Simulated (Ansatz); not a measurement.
Ti₆O₂₂H₂₀. Charge 0, multiplicity 1. Geometry PBE-D4/def2-SVP, basis def2-SVP, Ansatz.

```xyz
48

Ti   -1.7525   -1.9214   -0.4562
Ti    1.9334    1.6061   -0.2989
Ti   -1.0051    0.8804   -2.2706
Ti    1.5897   -1.4894   -1.4797
Ti   -1.5456    2.2274    1.0670
Ti    0.4310   -0.8584    1.8413
O     2.3633   -2.0970   -3.0034
O     2.7130    0.1412   -1.4089
O     2.2565   -2.6250   -0.3150
O    -0.2053   -2.4985   -1.7009
O     2.9870    2.9015   -1.0117
O    -1.9123    1.4113   -3.7267
O     0.5563    1.9799   -1.8876
O    -1.9767   -0.4274   -1.5129
O     0.3111   -0.3521   -2.9444
O     2.7446    1.4186    1.2371
O     0.6691   -0.2676    0.0904
O     1.6739    0.0962    3.0495
O     1.8194   -2.1377    2.0982
O    -0.4439   -2.5726    0.9174
O    -2.8415   -3.2501   -0.9866
O    -1.0213   -1.3142    3.0705
O     0.4144    2.6694    0.5891
O    -1.8044    2.2736   -0.9309
O    -1.9493    3.7764    1.8773
O    -0.6364    1.0051    2.3011
O    -2.6131   -1.2259    1.0268
O    -3.0309    1.2808    1.1978
H     2.1243   -1.6066   -3.8145
H     3.2069    0.4137   -2.2022
H     2.2633   -2.5122    0.7158
H    -0.0836   -3.4622   -1.7981
H     3.7586    3.1591   -0.4723
H    -1.5344    2.0430   -4.3671
H     0.2221    2.8564   -1.5983
H    -0.2000   -1.1759   -3.1328
H     2.4291    0.8746    2.0810
H     1.1244    0.8084    3.4362
H     2.4786   -1.7605    2.7157
H     0.3010   -3.0451    0.4875
H    -3.6284   -3.4975   -0.4685
H    -0.9563   -2.2646    3.2900
H     0.8110    2.9776    1.4290
H    -2.7696    2.1396   -1.0369
H    -2.7974    3.9264    2.3347
H    -1.2529    0.5965    2.9497
H    -2.1700   -1.3558    1.9359
H    -3.0509    0.2546    1.0861
```

```tsv
run	HOMO (eV)	LUMO (eV)
A	-6.36	-2.99
B	-6.97	-3.21
C	-6.72	-3.35
D	-8.26	-2.42
```

Single mean-field runs in def2-SVP are fitted with def2-universal-jkfit.

Q: The runs used BLYP, LDA (SPW92), PBE0, r2SCAN. Estimate which is which.

A: A BLYP (0 % exact exchange); B r2SCAN (0 % exact exchange); C LDA (SPW92) (0 % exact exchange); D PBE0 (25 % exact exchange). Exact exchange lowers occupied and raises empty levels; among semilocal functionals meta-GGAs tend to open the gap a little, and such runs are hard to tell apart. The gap grows from 3.37 eV (BLYP) to 5.84 eV (PBE0).
